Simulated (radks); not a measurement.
Neutral phosphorus, configuration [Ne] 3s2 3p3 (the NIST ground configuration).

Method: non-relativistic Kohn-Sham, LDA (Slater exchange, VWN5 correlation), spin-polarised, spherical densities, point nucleus; open shells are filled with parallel spins first; computed with a radial shooting solver on a logarithmic mesh with Libxc functionals.

Energy parts (hartree):
part                      energy
total                 -340.00579
kinetic                339.24616
electron-nucleus      -810.67700
Hartree                153.28655
exchange-correlation   -21.86150

Orbitals (lengths in bohr, moments of r in powers of bohr; r(max) is where P^2 peaks):
1s up: occ. 1; eigenvalue (hartree) -76.04944; r(max) 0.06824; <1/r> 14.52
1s down: occ. 1; eigenvalue (hartree) -76.03684; r(max) 0.06823; <1/r> 14.52
2s up: occ. 1; eigenvalue (hartree) -6.31980; r(max) 0.4218; <1/r> 2.795
2s down: occ. 1; eigenvalue (hartree) -6.30523; r(max) 0.4219; <1/r> 2.796
2p up: occ. 3; eigenvalue (hartree) -4.56864; r(max) 0.3541; <1/r> 2.702
2p down: occ. 3; eigenvalue (hartree) -4.55046; r(max) 0.3543; <1/r> 2.703
3s up: occ. 1; eigenvalue (hartree) -0.54030; r(max) 1.573; <1/r> 0.7257
3s down: occ. 1; eigenvalue (hartree) -0.45017; r(max) 1.570; <1/r> 0.7187
3p up: occ. 3; eigenvalue (hartree) -0.23138; r(max) 1.820; <1/r> 0.5849
3p down: occ. 0; eigenvalue (hartree) -0.15149; r(max) 1.853; <1/r> 0.5537

The highest occupied level is 3p up at -6.296 eV. The electron density at the nucleus is 2173 e/bohr^3. Virial ratio -V/T = 2.00224. Summed over all electrons, <r^2> = 30.42 bohr^2, which gives a Langevin (diamagnetic) susceptibility term of -24.1 x 10^-6 cm^3/mol. Spin moment in Bohr magnetons: 3. The density falls to 0.001 e/bohr^3 at r = 4.24 bohr.
